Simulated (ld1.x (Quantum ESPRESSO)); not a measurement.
# An all-electron radial function and its pseudo partner (K)

Columns: radius, all-electron u(r) and pseudo u(r) of the 3s shell (level -36.68 eV) of potassium in the configuration [Ne] 3s2 3p6 3d0 4s0 4p1; LDA (PZ), scalar-relativistic, TM scheme, ld1.x (Quantum ESPRESSO) 7.5.

```csv
r (bohr),all-electron,pseudo
0.210,-0.4464,0.2302
0.420,-0.1999,0.4526
0.630,0.4529,0.6567
0.840,0.8557,0.8214
1.050,0.9796,0.9126
1.260,0.9327,0.9030
1.470,0.8087,0.8039
1.680,0.6641,0.6641
1.890,0.5269,0.5269
2.100,0.4083,0.4083
2.310,0.3112,0.3112
2.520,0.2342,0.2342
2.730,0.1745,0.1745
2.940,0.1292,0.1292
3.150,0.0951,0.0951
3.360,0.0696,0.0696
3.570,0.0509,0.0509
3.780,0.0370,0.0370
3.990,0.0269,0.0269
4.200,0.0195,0.0195
4.410,0.0141,0.0141
4.620,0.0102,0.0102
4.830,0.0074,0.0074
5.040,0.0053,0.0053
5.250,0.0038,0.0038
5.460,0.0028,0.0028
```

**Question.** How many radial nodes do the two functions have?

**Answer.** The all-electron 3s function has n − l − 1 = 2 (the table is too coarse to show those close to the nucleus); the pseudo-wave has 0, since the states of the same l below it are removed with the core.

**Question.** At about which radius was the pseudo-wave matched?

**Answer.** 1.85 bohr, where the columns begin to agree (steps of 0.21 bohr).

**Question.** Is the pseudo-wave norm-conserving?

**Answer.** Yes: the TM scheme keeps the norm inside the radius equal to the all-electron one, which fixes the energy derivative of the logarithmic derivative at the level.
